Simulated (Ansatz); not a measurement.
A nudged elastic band was laid between two geometries of C2H6AlNO (11 atoms, charge 0, multiplicity 1).

Level of theory: RKS PBE0-D4/def2-SVP (Ansatz).

```
movable images  : 7
climbing image  : yes
spring          : 5.0 eV/Å²
optimiser       : quadratic models (default)
start path      : IDPP
force threshold : 0.05 eV/Å
iteration limit : 52
end points      : relaxed
```

First end point:

```xyz
11
Properties=species:S:1:pos:R:3
C -1.199 1.177 0.549
Al 0.144 -0.136 0.039
N 1.109 -1.035 1.226
C 0.495 -0.530 -1.913
O -0.125 0.094 -2.750
H -1.178 1.419 1.623
H -1.067 2.115 -0.016
H -2.211 0.810 0.308
H 1.808 -1.734 0.999
H 1.047 -0.935 2.234
H 1.243 -1.302 -2.277
```

Last end point:

```xyz
11
Properties=species:S:1:pos:R:3
C -1.192 1.183 0.549
Al 0.151 -0.131 0.038
N 1.290 -0.843 1.197
C 0.301 -0.736 -1.885
O -0.440 -0.237 -2.708
H -1.267 1.321 1.640
H -0.964 2.165 0.102
H -2.187 0.893 0.173
H 2.007 -1.523 0.971
H 1.327 -0.633 2.189
H 1.040 -1.517 -2.246
```

What changes between the two ends?

No bond is made or broken. The height of N3 over the plane of its neighbours goes from 0.00 to 0.00 Å. The two ends are copies of one structure, up to a mirror image or an exchange of like atoms.

Give the energies along the band, and the barrier.

It converged. The highest image is number 8 of 0 to 8, 0.000 eV above the ends, which have the same energy within 2 meV. The highest image is an end point: on this band no image between the ends rises above it.

```
image  path coordinate (Å)  energy (eV)  height of N3 over the plane of its neighbours (Å)
    0                 0.00        0.000                                               0.00
    1                 0.07        0.000                                               0.00
    2                 0.15        0.000                                               0.00
    3                 0.22        0.000                                               0.00
    4                 0.29        0.000                                               0.00
    5                 0.37        0.000                                               0.00
    6                 0.43        0.000                                               0.00
    7                 0.48        0.000                                               0.00
    8                 0.54        0.000                                               0.00
```

The band took 5 iterations and roughly 3 core-minutes.

Run time: 100 s on 2 threads of Arm Neoverse V2, with other jobs on the host, peak memory 0.22 GiB.
